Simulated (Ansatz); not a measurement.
CH$_{7}$Cl$_{2}$NSi$_{2}$, singlet, at a GFN2-xTB geometry; SC-NEVPT2/STO-3G, CASSCF(2,3) in Ansatz (an electronic-structure program).

Ansatz was given this input:
Ansatz 0.2 input:
```yaml
crystal:
  periodic: [false, false, false]
  atoms:
    - {symbol: Si, position_ang: [0.92243499, -0.44924558, 0.29613087]}
    - {symbol: Cl, position_ang: [1.97985342, -1.14415994, -1.27010479]}
    - {symbol: Cl, position_ang: [1.45151996, 1.43077180, 0.74944620]}
    - {symbol: N, position_ang: [-0.73267976, -0.45088264, -0.15932778]}
    - {symbol: Si, position_ang: [-2.05532492, 0.51412715, 0.45433851]}
    - {symbol: C, position_ang: [-3.62753922, -0.22916581, -0.29268547]}
    - {symbol: H, position_ang: [1.19589558, -1.29068274, 1.45181135]}
    - {symbol: H, position_ang: [-0.98966460, -1.13475271, -0.85312861]}
    - {symbol: H, position_ang: [-2.03773601, 0.40718811, 1.91651575]}
    - {symbol: H, position_ang: [-1.87047623, 1.90616551, 0.03523012]}
    - {symbol: H, position_ang: [-4.50140020, 0.31462634, 0.04953430]}
    - {symbol: H, position_ang: [-3.75621218, -1.26892392, -0.00591330]}
    - {symbol: H, position_ang: [-3.61930122, -0.18319073, -1.37801802]}
basis:
  gaussian:
    orbitals: STO-3G
magnetization: {spin_polarized: false}
correlation: {method: sc_nevpt2, electrons: all, active_space: {window: {electrons: 2, orbitals: 3}}}
```

What does Ansatz print? Leave out banner, timings and long lists.


```
Functional definition: HF
627 factors; integrals over basis functions are off by at most 3.6e-5 eV
mean field evaluation 1: about -42876.2887 eV, gradient 2.4e1 eV
mean field evaluation 2: about -42876.4047 eV, gradient 2.4e1 eV
mean field evaluation 4: about -42878.8564 eV, gradient 1.4e0 eV
mean field evaluation 8: about -42878.8646 eV, gradient 1.7e-5 eV
mean field -42878.86459879 eV, -1575.7692096671 hartree, gradient 8.6e-7 eV, S^2 0.000000; 0 other end points of the search recorded, 0 dependent functions left out
reference -42878.86459879 eV, -1575.7692096671 hartree; 41, 41 occupied and 12, 12 virtual orbitals, 627 factors
state -42879.22908940 eV, -1575.7826044503 hartree
state -42879.22908940 eV, -1575.7826044503 hartree; corrected -42883.93391089 eV, -1575.9555034510 hartree
state -42879.19347153 eV, -1575.7812955177 hartree
state -42879.19347153 eV, -1575.7812955177 hartree; corrected -42883.91318290 eV, -1575.9547417111 hartree
state -42879.22908940 eV, -1575.7826044503 hartree; corrected -42883.93391089 eV, -1575.9555034510 hartree
2 active orbitals were swapped for others, from the solution at -42879.19345617 eV, -1575.7812949529 hartree to that at -42879.22907646 eV, -1575.7826039746 hartree; typed "places" are swapped only where nearly empty or full, and so, without "given_window_search", are "orbital_numbers", "shells" and a window whose orbitals a file names under [Active]
Total energy: -42883.93391089 eV, -1575.9555034510 hartree
```
